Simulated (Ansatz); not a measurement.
Species: sum formula IrO$_{3}$H$_{3}$ (charge 0, singlet). 
Geometry from a B3LYP-D3(BJ)/def2-TZVP (Ansatz, an electronic-structure program) optimisation:
```
Ir
O 1 1.8470
H 2 0.9729 1 109.49
O 1 1.8470 2 120.51 3 93.29
H 4 0.9729 1 109.49 2 -93.29
O 1 1.8483 2 119.74 3 -86.58
H 6 0.9736 1 108.52 2 -90.07
```
Charge 0, spin multiplicity 1.

Total electronic energies in hartree. Correlated levels leave the core frozen unless marked. Spin-orbit coupling is left out. Frozen are the shells of the preceding noble gas and the d and f shells that filled before the atom's block. In def2 rows, elements after Kr have scalar-relativistic effective core potentials. Basis-set limits of correlation are two-point, X^-3; Hartree-Fock from the larger set.

The Hartree-Fock reference is unstable (checked in the largest basis), which strains HF and MP2. The T1 diagnostic of CCSD in the largest basis is 0.028, which is high, so the coupled-cluster rows are less sure than usual.

| level | program | energy (Eh) |
|---|---|---|
| HF/def2-SVPD | Ansatz | -329.57689 |
| RI-HF/def2-TZVPP | Ansatz | -329.87284 |
| RI-HF/def2-TZVPPD | Ansatz | -329.87513 |
| RI-HF/def2-QZVPP | Ansatz | -329.88554 |
| SVWN5/def2-TZVPD | Ansatz | ___ |
| PBE-D3(BJ)/def2-TZVPD | Ansatz + dftd3 | ___ |
| BLYP-D3(BJ)/def2-TZVPD | Ansatz + dftd3 | -331.92528 |
| r2SCAN/def2-TZVPD | Ansatz | -331.88724 |
| r2SCANh/def2-TZVPD | Ansatz | -331.83592 |
| B2PLYP-D3(BJ)/def2-TZVPD | Ansatz + dftd3 | -331.57153 |
| B2PLYP-D4/def2-TZVPD | Ansatz + dftd4 | -331.57086 |
| SCS-MP2/def2-QZVPP | Ansatz | -331.02069 |
| CCSD/CBS(def2-TZVPP,def2-QZVPP) | Ansatz | -331.0790 |
| CCSD(T)/def2-QZVPP | Ansatz | -331.09191 |
| CCSD(T)/CBS(def2-TZVPP,def2-QZVPP) | Ansatz | -331.1470 |

Q: Some entries are withheld; supply them.

A: 
- SVWN5/def2-TZVPD, energy (Eh): -330.21453
- PBE-D3(BJ)/def2-TZVPD, energy (Eh): -331.77668
